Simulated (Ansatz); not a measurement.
`CCB(F)S` + HBr → `CCB(F)Br` + H₂S  (ligand exchange at a B–S bond)

Computed with Ansatz on PBE0-D4/def2-TZVP structures; ΔE is electronic, products minus reactants. CCSD(T)/CBS adds triple-zeta CCSD(T) − MP2 to the extrapolated MP2 energy (def2 sets, frozen cores). This one scheme is used for every species. Functionals use def2-TZVPP. For Br outer-core shells are correlated without core-valence functions, which leaves a few kJ/mol of doubt a bond. Scalar relativity is left out up to krypton. One conformer a species, not always the lowest.

`CCB(F)S`:

Cartesian coordinates in Å:
```
C 1.273 0.888 -0.034
C -0.175 0.564 -0.404
B -0.643 -0.849 0.071
F 0.155 -1.903 -0.095
S -2.262 -1.097 0.830
H 1.583 1.849 -0.450
H 1.957 0.124 -0.408
H 1.402 0.941 1.050
H -0.278 0.569 -1.499
H -0.852 1.342 -0.043
H -2.159 -2.428 0.982
```

HBr:

Cartesian coordinates in Å:
```
Br -0.290 0.643 -0.084
H 0.290 -0.643 0.084
```

`CCB(F)Br`:

Z-matrix (Å, degrees):
```
C
C 1 1.524
H 1 1.092 2 111.2
H 1 1.092 2 111.4 3 -120.2
H 1 1.092 2 111.4 3 120.2
B 2 1.556 1 115.4 3 -179.9
H 2 1.097 1 111.1 3 57.5
H 2 1.098 1 111.1 3 -57.4
Br 6 1.928 2 121.5 1 -179.7
F 6 1.317 2 122.3 1 0.4
```

H₂S:

```xyz
3

S    -0.050   -0.377   -0.489
H     0.544   -0.482    0.709
H    -0.495    0.859   -0.221
```

```tsv
level	ΔE (kcal/mol)
BHLYP	-2.4
HF/def2-QZVPP	-3.6
```

Q: What does CCSD(T)/CBS give? (Estimate.)

A: Ansatz gave: -2.8 kcal/mol. The listed levels differ from it by 0.4, -0.8 kcal/mol.

Largest T1 diagnostic among the species: 0.012.

Leaving LDA and LC-ωPBE aside and taking each functional with its dispersion term where it has one, the values, not all of them listed here, spread over 1.3 kcal/mol, from ωB97M-V to revPBE-D4. At CCSD(T), def2-SVP lies +2.4 kcal/mol from the extrapolated value and def2-TZVPP +0.4 kcal/mol.
